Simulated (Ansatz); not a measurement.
All values below come from frozen-core CCSD(T)/cc-pVTZ // B3LYP-D3(BJ)/def2-TZVP in Ansatz (a program for electronic structure).

Ansatz 0.2 input:
```yaml
crystal:
  periodic: [false, false, false]
  atoms:
    - { symbol: C, position_ang: [-0.778331, -0.044528, 0.032589] }
    - { symbol: B, position_ang: [0.766935, 0.072908, -0.04117] }
    - { symbol: Br, position_ang: [1.656879, 1.774174, -0.001516] }
    - { symbol: Br, position_ang: [1.85124, -1.512169, -0.164526] }
    - { symbol: H, position_ang: [-1.057153, -0.595992, 0.936551] }
    - { symbol: H, position_ang: [-1.152908, -0.639548, -0.805144] }
    - { symbol: H, position_ang: [-1.286111, 0.918239, 0.041786] }
basis:
  gaussian: { orbitals: cc-pVTZ }
correlation:
  method: ccsd_t
```

Output:

```
Functional definition: HF
1144 factors; integrals over basis functions are off by at most 1.1e-3 eV
mean field evaluation 1: about -141750.9898 eV, gradient 2.6e1 eV
mean field evaluation 2: about -141751.1241 eV, gradient 2.6e1 eV
mean field evaluation 4: about -141753.0442 eV, gradient 2.7e0 eV
mean field evaluation 8: about -141753.0821 eV, gradient 2.1e-1 eV
mean field evaluation 16: about -141750.9884 eV, gradient 2.6e1 eV
mean field -141753.08235903 eV, -5209.3296930041 hartree, gradient 2.3e-6 eV, S^2 0.000000; 0 other end points of the search recorded, 0 dependent functions left out
20 core orbitals not correlated
reference -141753.08235903 eV, -5209.3296930041 hartree; 22, 22 occupied and 146, 146 virtual orbitals, 1144 factors
second order -19.75839344 eV of doubles, -0.00000000 eV of singles
cycle   1  -20.10920898 eV  change   -3.5e-1 eV  update   9.4e-2
cycle   2  -20.56291017 eV  change   -4.5e-1 eV  update   2.5e-2
cycle   3  -20.64947895 eV  change   -8.7e-2 eV  update   1.4e-2
cycle   4  -20.63595467 eV  change    1.4e-2 eV  update   4.3e-3
cycle   5  -20.63568565 eV  change    2.7e-4 eV  update   1.9e-3
cycle   6  -20.63572011 eV  change   -3.4e-5 eV  update   5.1e-4
cycle   7  -20.63552355 eV  change    2.0e-4 eV  update   1.6e-4
cycle   8  -20.63559218 eV  change   -6.9e-5 eV  update   4.2e-5
cycle   9  -20.63560127 eV  change   -9.1e-6 eV  update   1.5e-5
perturbative correction -0.84929608 eV, -0.0312110554 hartree
Total energy: -141774.56725638 eV, -5210.1192484187 hartree
```

Cost: around 4 core-minutes (rough).
